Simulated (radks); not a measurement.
Problem. These are the eigenvalues of the occupied orbitals of an atom or ion with whole-number occupations (Ry). Method: scalar-relativistic Kohn-Sham, BLYP, spin-polarised, spherical densities, finite nucleus; Fermi nuclear charge, rms radius of each element as measured or else 0.836 A^(1/3) + 0.57 fm; computed with a radial shooting solver on a logarithmic mesh with Libxc functionals.

orbital  eigenvalue
1s        -587.5399

Which element is it, and in what charge state? The configuration may be excited. Open shells, if any, are filled with parallel spins first.

Solution. Z = 25, manganese, charge +23: Mn23+ in [He]. The 1s level, -293.77 hartree, gives Z - s = 24.2 by -(Z - s)^2/2, which with screening and relativity narrows Z to a few neighbours, and with so few levels the electron count can be read from the list.
